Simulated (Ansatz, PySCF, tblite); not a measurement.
Breaking a bond: SiBe, lowest singlet found (which spin is the ground state isn't settled by this scan).

- RHF/STO-3G = PySCF with restricted Hartree-Fock/STO-3G
- GFN2-xTB, 300 K electronic temperature (tblite)
- RMP2 = MP2 on RHF/aug-cc-pVDZ, frozen core run with Ansatz (an electronic-structure program)
- RKS-B3LYP/LANL2DZ = PySCF with restricted B3LYP/LANL2DZ, with its core potentials past Ne
- RKS-PBE0 = restricted PBE0/aug-cc-pVDZ (Ansatz)

Energies are in kJ/mol, each relative to the lowest point of its own curve between 1.81 and 2.46 Å, where full CI is lowest.

| R / Å | RHF/STO-3G | GFN2-xTB | RMP2 | RKS-B3LYP/LANL2DZ | RKS-PBE0 |
|---|---|---|---|---|---|
| 1.48 | 346.7 | 905.5 | 506.6 | 472.9 | 469.1 |
| 1.62 | … | 324.8 | 260.0 | 235.3 | 232.3 |
| 1.72 | 51.6 | 133.7 | 149.0 | 130.9 | 128.1 |
| 1.81 | … | 47.8 | 82.5 | 69.7 | 67.3 |
| 1.88 | 0.0 | … | 47.4 | 38.3 | 36.2 |
| 1.98 | 1.4 | 0.0 | 16.3 | 11.7 | 10.2 |
| 2.03 | … | 1.1 | 7.4 | 4.6 | 3.5 |
| 2.08 | 18.5 | 5.8 | … | … | 0.0 |
| 2.17 | 41.7 | 20.2 | 0.0 | 0.0 | 0.1 |
| 2.21 | 53.1 | 27.9 | 1.6 | 1.7 | 2.2 |
| 2.34 | 90.5 | 54.8 | 14.9 | 13.0 | 15.0 |
| 2.46 | 121.2 | 78.1 | 33.8 | 28.2 | 31.8 |

Task: What belongs in the gaps?

Result: 
- 1.62, RHF/STO-3G: 134.3
- 1.81, RHF/STO-3G: 12.7
- 1.88, GFN2-xTB: 15.2
- 2.03, RHF/STO-3G: 8.5
- 2.08, RMP2: 2.1
- 2.08, RKS-B3LYP/LANL2DZ: 0.7

The scan ran from 1.48 to 7.02 Å; beyond the distances shown full CI changes its symmetry label. The restricted form behind RHF/STO-3G, RMP2, RKS-B3LYP/LANL2DZ, RKS-PBE0 keeps the bonding electrons paired and can't separate into open-shell fragments. The T1 diagnostic of CCSD on the restricted reference of RMP2 exceeds 0.045 at 1.48 to 1.72, 2.46 Å.
